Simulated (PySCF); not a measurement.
CH3Cl2NSi2, SMILES Cl[Si]1(Cl)N=C[SiH2]1.

Geometry: B3LYP-D3(BJ)/def2-SVP. The structure was generated by enumeration, and PubChem lists no compound with its InChIKey, so it may never have been made.

Two levels are set side by side: TDA-PBE/def2-SVPD (PySCF) and TDA-B3LYP/def2-SVPD (PySCF). Vertical, same geometry. The lowest singlet is HOMO→LUMO 98 % with PBE and HOMO→LUMO 99 % with the other functional; states are paired by order. Differences are taken from unrounded values.

| quantity | TDA-B3LYP | TDA-PBE | TDA-PBE minus TDA-B3LYP |
|---|---|---|---|
| lowest singlet excitation (eV) | 3.71 | 3.53 | -0.19 |
| lowest triplet excitation (TDA) (eV) | 2.99 | 2.82 | -0.17 |

A lower first singlet is the usual sign of a functional without exact exchange. Differences between two approximate levels are no errors against the true value.

Rough cost on one machine, each run with all the roots and properties that it gave: TDA-B3LYP against TDA-PBE about 3 times.
